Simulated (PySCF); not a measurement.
NMR data sheet: C5H8ClF3Si

```yaml
Formula: C5H8ClF3Si
SMILES: FC(F)(F)[SiH2]C1(Cl)CCC1
Point_group_of_the_computed_structure: Cs
Degrees_of_unsaturation: 1
Carbon_signals: 4
Proton_signals: 5
```

Atom-mapped SMILES (the numbers label the heavy atoms): `[F:1][C:2]([F:3])([F:4])[SiH2:5][C:6]1([Cl:7])[CH2:8][CH2:9][CH2:10]1` (H(Xn): hydrogen on atom n).

Level of theory: structure optimised with GFN2-xTB, shielding tensors at PBE0/pcSseg-1 (GIAO), in PySCF 2.14 (no solvent, a single conformation, equivalent nuclei averaged, non-relativistic Hamiltonian).

Shifts are taken against calculated references (same method and geometry level): TMS for $^{1}$H, $^{13}$C, $^{29}$Si; CFCl3 for $^{19}$F.

| carbon | δC, type | δH (multiplicity) | HMBC from (2–3 bonds) | span of the C tensor (ppm) |
| --- | --- | --- | --- | --- |
| C2 | 138.7, C | – | H(Si5) | 9 |
| C6 | 53.6, C | – | H(Si5), Ha(C8)/Ha(C10), Hb(C8)/Hb(C10), Ha(C9), Hb(C9) | 67 |
| C8/C10 | 38.7, CH2 | Ha(C8) 2.86 (m); Hb(C8) 2.75 (m) | H(Si5), Ha(C8)/Ha(C10), Hb(C8)/Hb(C10), Ha(C9), Hb(C9) | 56 |
| C9 | 15.2, CH2 | Ha(C9) 2.09 (m); Hb(C9) 2.08 (m) | Ha(C8)/Ha(C10), Hb(C8)/Hb(C10) | 20 |

Other nuclei:
```json
{"atoms": "H(Si5)", "nucleus": "$^{1}$H", "environment": "hydrogen on a silicon bonded to 2 C", "δ (ppm)": "4.26", "σ (ppm)": "27.46"}
{"atoms": "F1/F3/F4", "nucleus": "$^{19}$F", "environment": "fluorine of a CF3 group", "δ (ppm)": "-73.2", "σ (ppm)": "244.2"}
{"atoms": "Si5", "nucleus": "$^{29}$Si", "environment": "silicon bonded to 2 C, 2 H", "δ (ppm)": "-46.6", "σ (ppm)": "395.7"}
```

- Carbon types of the structure: 2 × C, 3 × CH2, leaving 2 H on heteroatoms.
- δC 138.7: CF3 carbon; 3 electronegative neighbours deshield it.
- δC 53.6: fully substituted sp3 carbon bonded to Cl and Si; pulled downfield by the heteroatom.
- δC 38.7, 15.2: sp3 CH2 in a ring; a saturated carbon with 2 carbon neighbours and no heteroatom attached.
- δH 4.26: hydrogen on a silicon bonded to 2 C.
- δH 2.86, 2.75, 2.09, 2.08: hydrogen on an sp3 CH2 in a ring.

Carbons that carry Cl, above all several Cl atoms, come out too deshielded, partly because spin–orbit coupling is missing. Splittings by $^{19}$F in the carbon and heteronuclear signals aren't shown, as no couplings were computed. Shifts are as computed. Against solution values, carbons near 30 ppm lie about +3 ppm off and those near 130 ppm about +5 ppm; carbons on Cl a further +6 ppm. Of 1309 compounds with measured shifts, 239 miss one by over three times the rms of a fit or turn the order of signals round; such compounds aren't used in these exercises. Unscaled 19F shifts against computed CFCl3 carry errors that often reach 10 to 50 ppm. Multiplicities follow the n + 1 count of equivalent neighbours, as no J values were calculated; m marks all less simple cases, F and P coupling included.
